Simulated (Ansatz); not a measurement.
BMe2(iPr) (C₅H₁₃B), 19 atoms. Hardware: 4 threads of Arm Neoverse V1 on a shared host.

Correlated methods freeze 6 core orbitals.

How many basis functions does each of these Ansatz runs have, and roughly what does it cost? ωB97X-V/def2-TZVP, charge 1 doublet at the geometry of the charge 0 singlet, energy, from earlier orbitals; B97M-V/def2-TZVP, charge 0 singlet, energy, from earlier orbitals; PBE-D4/def2-TZVPD, charge -1 doublet at the geometry of the charge 0 singlet, energy, from earlier orbitals; ωB97X-V/def2-TZVPD, charge 0 singlet, energy, from earlier orbitals; PBE-D4/def2-TZVP, charge 0 singlet, energy, from earlier orbitals; RPA@PBE/def2-TZVP, charge 0 singlet, energy, from earlier orbitals; r2SCAN-D4/def2-TZVP, charge 0 singlet, energy and forces, from earlier orbitals; PBE0-D4/def2-TZVP, charge 0 triplet at the geometry of the charge 0 singlet, energy; PBE-D4/def2-SVP, charge 0 singlet, energy, from earlier orbitals; PBE-D4/def2-TZVP, charge 0 triplet at the geometry of the charge 0 singlet, energy, from earlier orbitals; PBE0-D4/def2-TZVPD, charge 0 singlet, energy, from earlier orbitals; CCSD(T)/def2-SVP, charge 1 doublet at the geometry of the charge 0 singlet, energy, from earlier orbitals.

Other jobs shared the machine, so times can vary by a factor of up to 3. A dash marks memory too small to be measured apart from the calling script's.

| run | functions | fitting or Cholesky vectors | wall time | peak host memory (GiB) |
| --- | --- | --- | --- | --- |
| PBE-D4/def2-SVP, charge 0 singlet, energy, from earlier orbitals | 149 | 1698 | 1.5 s | – |
| PBE-D4/def2-TZVP, charge 0 singlet, energy, from earlier orbitals | 264 | 1641 | 3.5 s | – |
| PBE0-D4/def2-TZVPD, charge 0 singlet, energy, from earlier orbitals | 339 | 1698 | 6 s | 1 |
| r2SCAN-D4/def2-TZVP, charge 0 singlet, energy and forces, from earlier orbitals | 264 | 1641 | 6.5 s | – |
| PBE-D4/def2-TZVP, charge 0 triplet at the geometry of the charge 0 singlet, energy, from earlier orbitals | 264 | 1641 | 7 s | – |
| RPA@PBE/def2-TZVP, charge 0 singlet, energy, from earlier orbitals | 264 | 1827 | 8 s | 0.79 |
| PBE0-D4/def2-TZVP, charge 0 triplet at the geometry of the charge 0 singlet, energy | 264 | 1641 | 12 s | 1 |
| B97M-V/def2-TZVP, charge 0 singlet, energy, from earlier orbitals | 264 | 1641 | 14 s | – |
| ωB97X-V/def2-TZVPD, charge 0 singlet, energy, from earlier orbitals | 339 | 1698 | 18 s | 1.4 |
| PBE-D4/def2-TZVPD, charge -1 doublet at the geometry of the charge 0 singlet, energy, from earlier orbitals | 339 | 2413 | 42 s | 1.9 |
| ωB97X-V/def2-TZVP, charge 1 doublet at the geometry of the charge 0 singlet, energy, from earlier orbitals | 264 | 1641 | 52 s | 1.8 |
| CCSD(T)/def2-SVP, charge 1 doublet at the geometry of the charge 0 singlet, energy, from earlier orbitals | 149 | 1558 | 2.7 min | 3.4 |
